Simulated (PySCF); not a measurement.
**Basis-set dependence of population analyses: `C[O+](C)[AlH2-][O][SiH3]`**

Compound: C2H11AlO2Si.
Structure used (PBE0-D3(BJ)/def2-SVP), in Å, numbered top down from 1:
```xyz
17
C2H11AlO2Si angstrom
C     -1.118   -1.202   -0.188
O     -1.129    0.125    0.317
C     -2.416    0.679    0.534
Al     0.407    1.334   -0.022
O      1.656    0.150    0.187
Si     3.101   -0.582    0.409
H     -1.641   -1.867    0.517
H     -1.604   -1.241   -1.176
H     -0.065   -1.494   -0.270
H     -2.269    1.686    0.943
H     -2.966    0.062    1.261
H     -2.978    0.736   -0.413
H      0.130    1.771   -1.536
H      0.163    2.378    1.162
H      3.750   -0.157    1.691
H      2.913   -2.069    0.465
H      4.053   -0.285   -0.709
```

PBE0 throughout (PySCF), one geometry, spherical d and f functions. The structure is a single PBE0-D3(BJ)/def2-SVP conformer in the gas phase; no vibrational or solvent corrections. Atoms taken as equivalent share a column and are averaged. The first 7 of 8 kinds of atom are listed.

Mulliken charges (e):

```tsv
basis	functions	C1/C3	O2	Al4	O5	Si6	H7 (×6)	H13/H14
STO-3G	49	-0.128	-0.206	+0.788	-0.591	+0.641	+0.109	-0.279
6-31G	84	-0.231	-0.643	+0.981	-1.057	+0.882	+0.205	-0.244
pcSseg-0	84	-0.328	-0.774	+1.173	-1.056	+0.838	+0.256	-0.340
6-31G*	114	-0.284	-0.504	+0.590	-0.714	+0.587	+0.209	-0.158
def2-SVP	147	+0.117	-0.487	+0.701	-0.644	+0.582	+0.074	-0.231
cc-pVDZ	147	+0.070	-0.379	+0.530	-0.624	+0.444	+0.077	-0.154
6-311+G(2d,p)	244	-0.277	-0.351	+0.685	-1.032	+0.850	+0.174	-0.182
aug-cc-pVDZ	245	+0.912	-0.346	-0.315	-0.703	-0.461	-0.167	+0.130
def2-TZVP	264	-0.237	-0.133	+0.283	-0.396	+0.253	+0.152	-0.145
```

IAO charges (e):

```json
{"basis": "STO-3G", "functions": "49", "C1/C3": "-0.243", "O2": "-0.202", "Al4": "+0.950", "O5": "-0.819", "Si6": "+0.761", "H7 (×6)": "+0.150", "H13/H14": "-0.318"}
{"basis": "6-31G", "functions": "84", "C1/C3": "-0.240", "O2": "-0.301", "Al4": "+0.717", "O5": "-0.845", "Si6": "+0.700", "H7 (×6)": "+0.168", "H13/H14": "-0.224"}
{"basis": "pcSseg-0", "functions": "84", "C1/C3": "-0.217", "O2": "-0.309", "Al4": "+0.736", "O5": "-0.844", "Si6": "+0.700", "H7 (×6)": "+0.163", "H13/H14": "-0.235"}
{"basis": "6-31G*", "functions": "114", "C1/C3": "-0.206", "O2": "-0.316", "Al4": "+0.777", "O5": "-0.895", "Si6": "+0.838", "H7 (×6)": "+0.159", "H13/H14": "-0.243"}
{"basis": "def2-SVP", "functions": "147", "C1/C3": "-0.195", "O2": "-0.311", "Al4": "+0.791", "O5": "-0.891", "Si6": "+0.850", "H7 (×6)": "+0.155", "H13/H14": "-0.253"}
{"basis": "cc-pVDZ", "functions": "147", "C1/C3": "-0.205", "O2": "-0.314", "Al4": "+0.773", "O5": "-0.893", "Si6": "+0.830", "H7 (×6)": "+0.158", "H13/H14": "-0.242"}
{"basis": "6-311+G(2d,p)", "functions": "244", "C1/C3": "-0.216", "O2": "-0.322", "Al4": "+0.804", "O5": "-0.920", "Si6": "+0.867", "H7 (×6)": "+0.163", "H13/H14": "-0.251"}
{"basis": "aug-cc-pVDZ", "functions": "245", "C1/C3": "-0.214", "O2": "-0.317", "Al4": "+0.784", "O5": "-0.904", "Si6": "+0.829", "H7 (×6)": "+0.162", "H13/H14": "-0.244"}
{"basis": "def2-TZVP", "functions": "264", "C1/C3": "-0.213", "O2": "-0.322", "Al4": "+0.811", "O5": "-0.924", "Si6": "+0.877", "H7 (×6)": "+0.162", "H13/H14": "-0.253"}
```

Some averages cover members that differ in this geometry, most widely: H7 (×6), Mulliken in aug-cc-pVDZ -0.305 to -0.042; H7 (×6), Mulliken in 6-31G +0.186 to +0.250; H7 (×6), Mulliken in 6-31G* +0.190 to +0.246; H7 (×6), Mulliken in 6-311+G(2d,p) +0.157 to +0.204 e.

Problem. Which scheme is steadiest as the basis changes?

Solution. Largest range over the bases for any column: IAO 0.23 e, Mulliken 1.49 e. IAO charges move least and Mulliken charges most, counted in e. Without the minimal STO-3G basis the ranges are IAO 0.18, Mulliken 1.49 e.

Problem. How much do the charges still move between the two largest bases, aug-cc-pVDZ and def2-TZVP?

Solution. At most, over all atoms: Mulliken 1.171 e, IAO 0.049 e.

Problem. What do the same runs give for the total energy, the frontier levels and the dipole moment?

Solution. 
| basis | energy (Eh) | HOMO (eV) | LUMO (eV) | μ (D) |
| --- | --- | --- | --- | --- |
| STO-3G | -755.4571 | -2.29 | 5.87 | 5.08 |
| 6-31G | -764.6007 | -7.00 | 0.81 | 5.04 |
| pcSseg-0 | -763.6196 | -7.13 | 0.92 | 5.42 |
| 6-31G* | -764.7261 | -7.14 | 0.80 | 5.25 |
| def2-SVP | -764.4318 | -7.20 | 0.77 | 5.32 |
| cc-pVDZ | -764.7659 | -7.17 | 0.70 | 5.23 |
| 6-311+G(2d,p) | -764.8604 | -7.30 | -0.10 | 5.21 |
| aug-cc-pVDZ | -764.7836 | -7.27 | -0.41 | 5.17 |
| def2-TZVP | -764.8892 | -7.30 | 0.37 | 5.25 |

The dipole is fixed by the density alone, so its range of 0.38 D shows that the density itself changes with the basis, not only its division among atoms.
